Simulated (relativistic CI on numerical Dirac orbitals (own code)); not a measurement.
## F: what numerical and physical settings do to a radial Dirac CI calculation

Reference input:

```
atom F  Z=9  charge=0  electrons=9
nucleus A=19  rms_radius_fm=2.8976
hamiltonian dirac-coulomb  breit=on  qed=on  c_scale=1
orbitals kli  potential=per-configuration
slater_scale 1
correlation none
mixing on
grid step=0.0125 r_max=62.6
scf mixing=0.4 start=green max_iterations=150 tolerance=2e-08 node_fill=0.05
configurations
  [He] 2s2 2p5
end
```

Computed lowest total energy -99.48150 Ha, first excitation 393.1 cm⁻¹, 10 SCF steps. Runs with settings changed; * marks those that are bad on purpose (the QED terms keep the true α when c is scaled):

```
                                                Changed        Outcome  Lowest level    ΔE (Ha)  First excitation (cm⁻¹)  SCF steps                              Message
                                  speed of light × 1.25      converged   2p5 2P°_3/2     0.0292                    251.8         10                                     
nuclear radius 2.6078 fm, end of the grid at 43.82 bohr      converged   2p5 2P°_3/2   9.73e-06                    393.1         10                                     
                         QED terms off, grid step 0.008      converged   2p5 2P°_3/2   -0.00731                    391.7         10                                     
                                         Breit term off      converged   2p5 2P°_3/2    -0.0114                    436.2         10                                     
                                    iteration limit 6 *  not converged                                                            6  SCF of 1s2 2s2 2p5 did not converge
                                       Slater scale 2 *      converged   2p5 2P°_3/2  -1.64e-05                    403.9         10
```

With so few configurations and no correlation, terms lie too far apart (by 10 to 50 % near neutrality), their order can be wrong, and levels of other configurations are missing.
